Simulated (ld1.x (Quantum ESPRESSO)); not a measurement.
u(r) = r·R(r): atom against pseudo-atom (Mg)

Columns: radius, all-electron u(r) and pseudo u(r) of the 3p shell (level -7.05 eV) of magnesium in the configuration [He] 2s2 2p6 3s1 3p0; PBE, non-relativistic, PAW scheme, ld1.x (Quantum ESPRESSO) 7.5.

```tsv
r (bohr)	all-electron	pseudo
0.072	0.0397	0.0218
0.145	0.1079	0.0848
0.217	0.1655	0.1770
0.290	0.2038	0.2858
0.362	0.2215	0.3909
0.435	0.2218	0.4784
0.507	0.2085	0.5329
0.580	0.1849	0.5480
0.652	0.1544	0.5219
0.725	0.1185	0.4587
0.798	0.0796	0.3680
0.870	0.0394	0.2637
0.942	-0.0014	0.1568
1.015	-0.0429	0.0559
1.088	-0.0837	-0.0306
1.160	-0.1230	-0.0994
1.232	-0.1611	-0.1534
1.305	-0.1981	-0.1967
1.378	-0.2335	-0.2334
1.450	-0.2666	-0.2666
1.522	-0.2979	-0.2979
1.595	-0.3277	-0.3277
1.668	-0.3555	-0.3555
1.740	-0.3811	-0.3811
1.812	-0.4047	-0.4047
1.885	-0.4269	-0.4269
```

(1) How many radial nodes do the two functions have?

(2) At about which radius was the pseudo-wave matched?

(3) Is the pseudo-wave norm-conserving?

## Answers

(1) The all-electron 3p function has n − l − 1 = 1; the pseudo-wave has 1, since 1 lower shell of the same l stays in the valence.

(2) 1.45 bohr, where the columns begin to agree (steps of 0.07 bohr).

(3) No, it belongs to a PAW set: the norm inside the radius is not constrained, and the difference is carried by the augmentation charge.
